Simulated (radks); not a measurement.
Task: Ionisation ladder of technetium, from Tc XXIII to Tc XXXVIII. Each ion is in the ground configuration listed by NIST, and IE = E(next ion) - E(this ion). Method: non-relativistic Kohn-Sham, TPSS, spin-polarised, spherical densities, point nucleus; open shells are filled with parallel spins first (spin-orbit coupling, left out, can overturn this in heavy ions); meta-GGA in the generalised Kohn-Sham scheme; relativity is left out, which matters for an element this heavy; computed with a radial shooting solver on a logarithmic mesh with Libxc functionals.

species     configuration  IE, Delta-SCF (eV)  -e(HOMO) (eV)     HOMO
Tc XXIII         [Ar] 3d3              1035.0         1003.0    3d up
Tc XXIV          [Ar] 3d2              1099.7         1067.1    3d up
Tc XXV           [Ar] 3d1              1165.4         1132.4    3d up
Tc XXVI              [Ar]                   ?         1323.0       3p
Tc XXVII     [Ne] 3s2 3p5              1411.1         1381.8  3p down
Tc XXVIII    [Ne] 3s2 3p4              1468.9         1440.2  3p down
Tc XXIX      [Ne] 3s2 3p3              1548.2         1517.4    3p up
Tc XXX       [Ne] 3s2 3p2              1609.4         1578.8    3p up
Tc XXXI      [Ne] 3s2 3p1              1669.7         1639.8    3p up
Tc XXXII         [Ne] 3s2                   ?         1768.5       3s
Tc XXXIII        [Ne] 3s1              1860.0         1834.0    3s up
Tc XXXIV             [Ne]                   ?         4409.7       2p
Tc XXXV      [He] 2s2 2p5              4664.5         4579.9  2p down
Tc XXXVI     [He] 2s2 2p4                   ?         4748.7  2p down
Tc XXXVII    [He] 2s2 2p3              5064.3         4974.9    2p up
Tc XXXVIII   [He] 2s2 2p2              5242.6         5153.7    2p up

Estimate the withheld Delta-SCF values.

Result: Tc XXVI: 1352.4 eV (NIST 1354); Tc XXXII: 1794.3 eV (NIST 1838); Tc XXXIV: 4494.8 eV (NIST 4505); Tc XXXVI: 4830.7 eV (NIST 4874).
